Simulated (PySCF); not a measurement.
C4H9B.
InChI=1S/C4H9B/c1-2-4-5-3-1/h5H,1-4H2

A linear-response calculation (PySCF, def2-SVPD basis, gas phase, vertical, core orbitals frozen in the response) gave these numbers; the functional is withheld.

Orbital energies (eV): HOMO-3 -10.80, HOMO-2 -10.42, HOMO-1 -10.11, HOMO -9.78, LUMO 0.46, LUMO+1 1.18, LUMO+2 1.99.

| state | E (eV) | f | main configurations (H = HOMO, L = LUMO) |
| --- | --- | --- | --- |
| S1 | 5.91 | 0.0003 | H→L (96%) |
| S2 | 6.30 | 0.0030 | H-1→L (78%), H-2→L (19%) |
| S3 | 7.58 | 0.034 | H-2→L (79%), H-1→L (19%) |
| S4 | 7.86 | 0.0037 | H-3→L (98%) |
| S5 | 7.90 | 0.0084 | H-4→L (97%) |
| S6 | 8.03 | 0.0093 | H→L+1 (93%) |

Triplets (Tamm–Dancoff): T1 5.37 eV, H→L (95%); T2 5.73 eV, H-1→L (78%), H-2→L (17%); T3 7.23 eV, H-2→L (75%), H-1→L (17%); T4 7.65 eV, H-3→L (94%).

Vertical ionisation energy by ΔSCF with the same functional: 10.65 eV. Mean static polarisability: 59.6 au.

**Question.** Which of these was used?
A. CAM-B3LYP
B. PBE
C. HF
D. PBE0

**Answer.** A. CAM-B3LYP is range-separated, 19% exact exchange at short range and 65% at long range (ω = 0.33 bohr⁻¹). In this run −ε(HOMO) = 9.78 eV differs from the ΔSCF value by -0.87 eV, and S1 differs from the orbital gap of 10.24 eV by -4.33 eV. The ratio −ε(HOMO)/IP is 0.92. Usual ranges for neutral molecules in this basis: 0.85 to 0.93 with CAM-B3LYP, 0.5 to 0.7 with PBE, 0.7 to 0.83 with PBE0; Hartree–Fock can't fall below 1, since the ion's relaxation only lowers the ΔSCF value. The other options: PBE, a GGA without exact exchange; HF, time-dependent Hartree–Fock, 100% exact exchange; PBE0, a global hybrid with 25% exact exchange.

The calculation used TDDFT CAM-B3LYP/def2-SVPD, vertical, gas phase, core orbitals frozen in the response in PySCF 2.14.0, density-fitted response routines. Geometry: PBE0-D3(BJ)/def2-SVP, one conformer, isolated molecule.

The run took 83 s on an x86-64 server with one thread, no GPU (shared host).
